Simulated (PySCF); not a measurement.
Numbering as in the mapped SMILES `[O:1]=[C:2]1[CH:3]=[C:4]([S:5][SiH3:6])[C:7](=[O:8])[CH2:9]1`. Hydrogens are named by the atom that carries them.

Geometry: GFN2-xTB; GIAO shifts from PySCF, gas phase, non-relativistic, averaged over equivalent atoms.

At PBE0/pcSseg-1 (197 basis functions, 36 s wall time on 1 thread of an Arm Neoverse V2, shared host):
```csv
atoms,δ (ppm)
O1,670.4
O8,595.2
C7,211.2
C2,198.1
C4,173.2
C3,145.3
C9,43.2
Si6,-60.6
H(C3),7.10
H(Si6),5.17
H(C9),2.82
```

Referencing at the same level of theory: 17O (336.08 ppm) against H2O; 13C (186.93 ppm), 29Si (349.16 ppm), 1H (31.72 ppm) against TMS.

Estimate the result of repeating the calculation with LC-wPBE/pcSseg-1.

## Answers


```json
{"atoms": "O1", "δ at LC-wPBE/pcSseg-1": "664.4", "change": "-6.0"}
{"atoms": "O8", "δ at LC-wPBE/pcSseg-1": "592.7", "change": "-2.5"}
{"atoms": "C7", "δ at LC-wPBE/pcSseg-1": "217.9", "change": "+6.7"}
{"atoms": "C2", "δ at LC-wPBE/pcSseg-1": "205.2", "change": "+7.1"}
{"atoms": "C4", "δ at LC-wPBE/pcSseg-1": "178.8", "change": "+5.6"}
{"atoms": "C3", "δ at LC-wPBE/pcSseg-1": "151.3", "change": "+6.0"}
{"atoms": "C9", "δ at LC-wPBE/pcSseg-1": "44.8", "change": "+1.6"}
{"atoms": "Si6", "δ at LC-wPBE/pcSseg-1": "-60.7", "change": "-0.1"}
{"atoms": "H(C3)", "δ at LC-wPBE/pcSseg-1": "7.23", "change": "+0.13"}
{"atoms": "H(Si6)", "δ at LC-wPBE/pcSseg-1": "4.97", "change": "-0.20"}
{"atoms": "H(C9)", "δ at LC-wPBE/pcSseg-1": "2.82", "change": "+0.00"}
```

δ = σ(ref) − σ, references computed at the same level: H2O for 17O (340.17 ppm); 13C (191.02 ppm), 29Si (356.74 ppm), 1H (31.78 ppm) against TMS.

The largest change is at C2 (ketone carbonyl carbon). Cost: 197 basis functions, 55 s wall time on 1 thread of an Arm Neoverse V2, shared host. The order of the carbon signals is the same at both levels.

Unscaled 17O shifts of doubly bonded oxygen tend to come out too high, by tens of ppm or more. Experimental scales use liquid or dissolved standards, which lie at an offset from isolated H2O (liquid H2O: subtract about 36 ppm).
